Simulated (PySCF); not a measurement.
Isomers of C5H9OP. Computed with PBE0-D3(BJ)/def2-SVP geometry optimisation, gas phase in PySCF. One conformer each; no zero-point energy, no entropy. No frequencies were run at this level. Point groups hold within 0.08 Å.

Problem. Rank from lowest to highest electronic energy at this level (kcal/mol).
A. `[CH3:1]/[CH:2]=[CH:3]/[P:4]=[CH:5]\[O:6][CH3:7]` with C2–C3–P4–C5 180°, P4–C5–O6–C7 179°
B. `[CH2:1]=[CH:2][C@@H:3]1[CH2:4][CH2:5][P@H:6]1=[O:7]` with C1–C2–C3–C4 132°, C2–C3–C4–C5 -150°, C3–C4–C5–P6 25°, C4–C5–P6–O7 -148°, C2–C3–P6–C5 145°
C. `[CH3:1][O:2]/[CH:3]=[P:4]/[CH:5]1[CH2:6][CH2:7]1` with C1–O2–C3–P4 0°, C3–P4–C5–C6 38°
D. `[CH2:1]=[CH:2][P@@H:3](=[O:4])/[CH:5]=[CH:6]\[CH3:7]` with C1–C2–P3–O4 1°, C2–P3–C5–C6 73°

Solution. B (0.0), D (8.9), A (21.6), C (26.2).

As drawn, the lowest has a four-membered ring, a P=O bond and a C=C bond outside aromatic rings, which the highest lacks; the highest has a three-membered ring, which the lowest lacks.

| SMILES | E (Eh) | E rel (kcal/mol) | dipole (D) | point group | A, B, C (MHz) |
| --- | --- | --- | --- | --- | --- |
| C=C[C@@H]1CC[P@H]1=O | -611.75453 | 0.0 | 4.08 | C1 | 3120, 1988, 1317 |
| C=C[P@@H](=O)/C=C\C | -611.74035 | 8.9 | 4.59 | C1 | 3578, 1413, 1142 |
| C/C=C/P=C\OC | -611.72011 | 21.6 | 2.38 | Cs | 4392, 973.7, 805.1 |
| CO/C=P/C1CC1 | -611.71279 | 26.2 | 0.36 | Cs | 5699, 1161, 1051 |

Problem. How do the relative energies change in single points at PBE0/pcSseg-1 (no added dispersion term) on the same geometries?

Solution. 
| SMILES | PBE0-D3(BJ)/def2-SVP (kcal/mol) | PBE0/pcSseg-1 (kcal/mol) | shift |
| --- | --- | --- | --- |
| C=C[C@@H]1CC[P@H]1=O | 0.0 | 0.0 | 0.0 |
| C=C[P@@H](=O)/C=C\C | 8.9 | 6.9 | -2.0 |
| C/C=C/P=C\OC | 21.6 | 22.8 | +1.2 |
| CO/C=P/C1CC1 | 26.2 | 29.9 | +3.7 |

Each column counts from its own lowest isomer. The order is unchanged; the largest shift is 3.7 kcal/mol.
